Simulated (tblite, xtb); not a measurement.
C₃H₅ (SMILES C=[C]C), doublet, at a GFN2-xTB geometry. Base run: GFN1-xTB (xtb).

Here is a job for xtb.
```
$ xtb mol.xyz --gfn 1 --uhf 1 --json

# file mol.xyz
8

C      1.32121213    -0.04752068     0.20924314
C      0.07464245    -0.36098549     0.06857136
C     -1.23496167     0.20321704    -0.22073506
H      2.07780923    -0.78307192     0.44125838
H      1.70897339     0.97054785     0.10719621
H     -1.18325846     1.28763184    -0.38459813
H     -1.65268621    -0.25836983    -1.11613906
H     -1.91619542     0.01499689     0.60980591
```

Programs used: tblite, xtb; a row that names a program was run with it.

The base run was repeated with changes; each row names its change, and settings that it needs were set with it.

| change | ΔE vs base (kcal/mol) | dipole (D) | G_solv (kcal/mol) | SCF cycles |
|---|---|---|---|---|
| base | 0.000 | 0.92 | - | 9 |
| program = tblite; method = gfn1; option = (--efield, 0,0,0.1) | 0.077 | - | - | - |
| etemp = 5000 | -1.48 | 0.93 | - | 9 |
| program = tblite; method = gfn1; option = --spin-polarized | -6.06 | - | - | - |
| program = tblite; method = gfn1 | 0.000 | - | - | - |
| program = tblite; method = gfn1; option = --grad | 0.000 | - | - | - |
| alpb = water | 0.059 | 0.99 | -0.01 | 8 |
| acc = 0.0001 | 0.000 | 0.92 | - | 14 |
| alpb = chcl3 | -2.89 | 0.98 | -2.92 | 8 |
| alpb = acetone | -2.17 | 0.98 | -2.25 | 9 |

ALPB and GBSA are two models with their own fitted parameters for each solvent, which aren't always the measured dielectric constant.
